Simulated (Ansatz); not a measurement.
`F[C](F)(F)[GeH3]` + `FC1OC1(F)F` → `FC(F)(F)C1(F)OC1(F)F` + GeH₄ at 500 K and 1 bar (formal exchange of groups at a C–Ge bond).

Program: Ansatz. Geometries: PBE0-D4/def2-TZVP. ΔE: electronic, gas phase. CCSD(T)/CBS is the MP2 limit (def2-TZVPP, def2-QZVPP) plus CCSD(T) − MP2 in def2-TZVPP, frozen cores. For Ge outer-core shells are correlated without core-valence functions, which leaves a few kJ/mol of doubt a bond. Scalar relativity is left out up to krypton.

```
               species  CCSD(T)/CBS energy (Eh)  H − E (kJ/mol)  S (J/(mol·K))
    `F[C](F)(F)[GeH3]`              -2415.32566           139.3          384.8
          `FC1OC1(F)F`               -451.19430           125.1          348.0
`FC(F)(F)C1(F)OC1(F)F`               -788.02044           158.5          459.3
                  GeH₄              -2078.49493            99.4          244.6
```

H − E and S are ideal-gas, rigid-rotor, harmonic terms from PBE0-D4/def2-TZVP, for one conformer and one mirror image of each species. 1 Eh = 2625.50 kJ/mol, R = 8.31446 J/(mol·K).

Q: By hand: ΔE, ΔH, ΔS and ΔG.

A: ΔE = (-788.02044) + (-2078.49493) − (-2415.32566) − (-451.19430) = 0.00459 Eh = 12.1 kJ/mol. Δ(H − E) = 158.5 + 99.4 − 139.3 − 125.1 = -6.5, so ΔH = 5.6 kJ/mol. ΔS = 459.3 + 244.6 − 384.8 − 348.0 = -28.9 J/(mol·K). ΔG = 5.6 − 500 × (-28.9)/1000 = 20.0 kJ/mol.

Q: By hand: the equilibrium constant, and the temperature at which ΔG would vanish if ΔH and ΔS stayed fixed.

A: log₁₀ K = −ΔG/(RT ln 10) = -2.1. ΔH and −TΔS have one sign here, so there is no such temperature.

TΔS isn't small against ΔH here. A doubt of 5 kJ/mol in ΔE shifts log₁₀ K by 0.5 here. Other conformers and mirror images would add mixing entropy, several J/(mol·K) or more a flexible species. Modes under 60 cm⁻¹, often nearly free rotors, make the harmonic entropy too high. These are equilibria of isolated gas molecules and say nothing of rates. Largest T1 diagnostic: 0.013 (customary marks: 0.02 for closed shells, 0.045 for open ones).
